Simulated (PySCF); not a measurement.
Computed IR spectrum (relative IR intensity) of a molecule CH4ClF2NSi. Coordinates come from a ωB97X-D3(BJ)/def2-SVP optimisation. The values are those of a single conformer. These are PySCF with ωB97X-D3(BJ)/def2-SVP values and carry that method's errors. Frequencies are harmonic and unscaled.

Lines under 2 % of the strongest are left out, and lines within 2 cm⁻¹ are merged.

| ν (cm⁻¹) | relative intensity |
|---|---|
| 265 | 3.9 |
| 311 | 2.9 |
| 326 | 18 |
| 407 | 54 |
| 413 | 6.9 |
| 567 | 40 |
| 816 | 100 |
| 938 | 79 |
| 972 | 82 |
| 1109 | 8.3 |
| 1187 | 55 |
| 1424 | 48 |
| 1469 | 4.1 |
| 1482 | 2.3 |
| 1512 | 6.1 |
| 3053 | 26 |
| 3133 | 13 |
| 3173 | 5.0 |
| 3653 | 25 |

**Question.** Identify the compound among the candidates.
A. NC[Si](F)(F)Cl
B. CN[Si](F)(F)Cl
C. N[Si@@](F)(Cl)CF
D. N[Si@H](Cl)C(F)F

**Answer.** B, CN[Si](F)(F)Cl
